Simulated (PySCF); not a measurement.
CH₅ClFNSi, SMILES NC[Si@H](F)Cl.

Coordinates come from a PBE0-D3(BJ)/def2-SVP optimisation. The structure was generated by enumeration; whether it is a known compound was not checked. Other conformers were not sampled.

Computed with TDDFT-B3LYP/def2-SVPD run with PySCF.

Vertical excitations. 

Computed lowest excited states:
```
state  energy (eV)  λ (nm)      f                          main pairs
-----  -----------  ------  -----  ----------------------------------
S1            5.69     218  0.037                      HOMO→LUMO 94 %
S2            6.13     202  0.002  HOMO→LUMO+1 82 %, HOMO→LUMO+2 16 %
S3            6.34     195  0.042  HOMO→LUMO+2 79 %, HOMO→LUMO+1 16 %
S4            7.01     177  0.036                    HOMO→LUMO+3 96 %
S5            7.32     169  0.034                    HOMO→LUMO+4 93 %
S6            7.63     163  0.007                    HOMO→LUMO+5 88 %
S7            7.91     157  0.052                    HOMO→LUMO+6 89 %
S8            8.04     154  0.038                    HOMO−1→LUMO 82 %
S9            8.22     151  0.006                  HOMO−1→LUMO+1 88 %
S10           8.27     150  0.061  HOMO→LUMO+7 59 %, HOMO−2→LUMO 25 %
T1            5.32     233      0                      HOMO→LUMO 97 %
T2            5.95     209      0  HOMO→LUMO+1 70 %, HOMO→LUMO+2 27 %
T3            6.12     203      0  HOMO→LUMO+2 67 %, HOMO→LUMO+1 27 %
T4            6.79     183      0                    HOMO→LUMO+3 90 %
```
Triplets are in the Tamm–Dancoff approximation, which puts them higher than full response would, so one can lie above its singlet here.
